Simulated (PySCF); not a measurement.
C2H7AlClN, SMILES C[N](C)[AlH][Cl].

Geometry optimised at B3LYP-D3(BJ)/def2-SVP. The structure was generated by enumeration; whether it is a known compound was not checked. Other conformers were not sampled.

The numbers are results of PySCF with TDDFT-PBE/def2-SVPD, not measurements.

Vertical excitations. Gas-phase values at a fixed geometry. State labels are in the subgroup Cs.

| state | symmetry | energy (eV) | λ (nm) | f | main pairs |
|---|---|---|---|---|---|
| S1 | A' | 4.62 | 268 | 0.133 | HOMO→LUMO 98 % |
| S2 | A" | 4.69 | 265 | 0.010 | HOMO→LUMO+1 99 % |
| S3 | A" | 5.38 | 230 | 0.005 | HOMO→LUMO+2 100 % |
| S4 | A" | 5.92 | 210 | 0.012 | HOMO→LUMO+3 98 % |
| S5 | A" | 6.21 | 200 | 0.005 | HOMO−1→LUMO 97 % |
| S6 | A" | 6.28 | 198 | 0.021 | HOMO→LUMO+4 100 % |
| S7 | A" | 6.67 | 186 | 0.007 | HOMO→LUMO+5 100 % |
| S8 | A" | 6.80 | 182 | 0.004 | HOMO−3→LUMO 94 % |
| S9 | A' | 6.81 | 182 | 0.016 | HOMO−2→LUMO 93 % |
| S10 | A' | 6.90 | 180 | 0.068 | HOMO−1→LUMO+1 88 % |
| T1 | A' | 3.70 | 336 | 0 | HOMO→LUMO 99 % |
| T2 | A" | 4.41 | 281 | 0 | HOMO→LUMO+1 99 % |
| T3 | A" | 5.30 | 234 | 0 | HOMO→LUMO+2 100 % |
| T4 | A" | 5.71 | 217 | 0 | HOMO→LUMO+3 98 % |
Triplets are in the Tamm–Dancoff approximation, which puts them higher than full response would, so one can lie above its singlet here.
